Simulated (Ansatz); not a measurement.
Program: Ansatz. Geometries: PBE0-D4/def2-TZVP. ΔE: electronic, gas phase. CCSD(T)/CBS is the MP2 limit (def2-TZVPP, def2-QZVPP) plus CCSD(T) − MP2 in def2-TZVPP, frozen cores. Functionals use def2-TZVPP. HSE06 is defined as in plane-wave codes. def2 core potentials past Kr. For Te, Zn outer-core shells are correlated without core-valence functions, which leaves a few kJ/mol of doubt a bond. Scalar relativity is left out up to krypton. Each species was taken in one conformer, which may not be the lowest.

Consider the ligand exchange at a P–N bond: `P[NH][ZnH]` + H₂Te → `P[TeH]` + `[NH2][ZnH]`.

```
     species  HSE06 energy (Eh)
`P[NH][ZnH]`        -2177.47515
        H₂Te         -269.21689
    `P[TeH]`         -611.06214
`[NH2][ZnH]`        -1835.64911
```

Q: Work out ΔE.

A: ΔE = (-611.06214) + (-1835.64911) − (-2177.47515) − (-269.21689) = -0.01921 Eh = -50.4 kJ/mol. CCSD(T)/CBS gives -48.6 kJ/mol.

Largest T1 diagnostic among the species: 0.016.

From PBE to PBE0 (25 % exact exchange), in def2-TZVPP and without D4, ΔE moves by +4.5 kJ/mol. At CCSD(T), def2-SVP lies +20.4 kJ/mol from the extrapolated value and def2-TZVPP +8.3 kJ/mol.
